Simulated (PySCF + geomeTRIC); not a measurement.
Species: H$_{2}$Cl$_{2}$O$_{2}$Si, SMILES `O[Si](O)(Cl)Cl` (H–O–Si–Cl torsion 59°, Cl–Si–O–H torsion -59°) (charge 0, multiplicity 1).

Q: Give a relaxed geometry from M06-2X/def2-TZVP (PySCF + geomeTRIC).

A: This is not unique; one that fits is the end point of this relaxation, one of several conformers (outside a Z-matrix the atoms follow the SMILES, hydrogens last).
Bonds (Å): O1–Si2 1.610, O1–H6 0.959, Si2–O3 1.610, Si2–Cl4 2.041, Si2–Cl5 2.041, O3–H7 0.959. Angles (°): Si2–O1–H6 119.7, O1–Si2–O3 105.6, O1–Si2–Cl4 111.3, O1–Si2–Cl5 111.3, O3–Si2–Cl4 111.3, O3–Si2–Cl5 111.3, Cl4–Si2–Cl5 106.2, Si2–O3–H7 119.7.
